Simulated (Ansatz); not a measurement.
A structure relaxed at PBE-D4/def2-SVP in Ansatz, charge 0, doublet:

```xyz
7

Au    1.824   -0.539    0.235
Au   -0.214   -1.939   -0.991
Au   -2.081   -0.179   -0.650
Au   -0.559    1.706    0.670
F     1.440    1.328    1.030
F     2.100   -2.361   -0.568
F    -2.509    1.983    0.275
```

(1) Give its formula and point group.

(2) Summarise the bond lengths by kind (pairs closer than 1.2 times the sum of covalent radii, bridged metal pairs left out).

## Answers

(1) the cluster Au₄F₃ (the lowest doublet isomer of a short search). Point group C2v (tolerance 0.1 Å).

(2) 4 × Au–F 2.01 to 2.07 Å; 3 × Au–Au 2.59 to 2.76 Å.

In the def2 sets Au takes a core potential; there is no spin–orbit coupling. The relaxation made no stability test and no search for a lower SCF solution. No other spin state of charge 0 was run. The structure comes from a short search, and lower isomers may exist.
